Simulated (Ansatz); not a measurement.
Molecule: C2H9OSi2, charge 0, multiplicity 2. It need not be the lowest isomer of its formula. 
Structure (B3LYP-D3(BJ)/def2-TZVP (Ansatz, a program for electronic structure) minimum search):
```xyz
14

Si    -0.9068    -0.1559    -0.5474
C     -1.2401     1.6548    -0.6068
C     -1.8782    -0.9612     0.8276
O      0.7061    -0.4163    -0.3436
Si     2.0432     0.0387     0.4788
H     -1.2630    -0.7867    -1.8431
H     -0.5298     2.3698    -1.0089
H     -2.1798     2.0925    -0.2863
H     -1.6878    -2.0358     0.8579
H     -1.6118    -0.5399     1.7992
H     -2.9506    -0.8132     0.6777
H      3.1688    -0.8223     0.0567
H      1.8324    -0.1105     1.9394
H      2.3730     1.4552     0.1906
```
Charge 0, spin multiplicity 2.

Basis-set convergence of Hartree-Fock and CCSD(T) correlation energies (hartree) with Ansatz. Cores are frozen in the correlated levels unless marked. UHF or UKS for open shells. Spin-orbit coupling is left out. Non-relativistic.

| basis | functions | E(HF) | E(corr, CCSD(T)) |
|---|---|---|---|
| cc-pV(D+d)Z | 133 | -733.78406 | -0.72960 |
| cc-pV(T+d)Z | 294 | -733.87255 | -0.89592 |
| cc-pV(Q+d)Z | 563 | -733.89212 | -0.94893 |

Extrapolating the two largest sets (X = 3 and 4) as X^-3: E(corr) = (64·(-0.94893) - 27·(-0.89592))/37 = -0.9876 Eh, an estimate of the basis-set limit. The largest set recovers 96.1 % of it, the smallest 73.9 %.
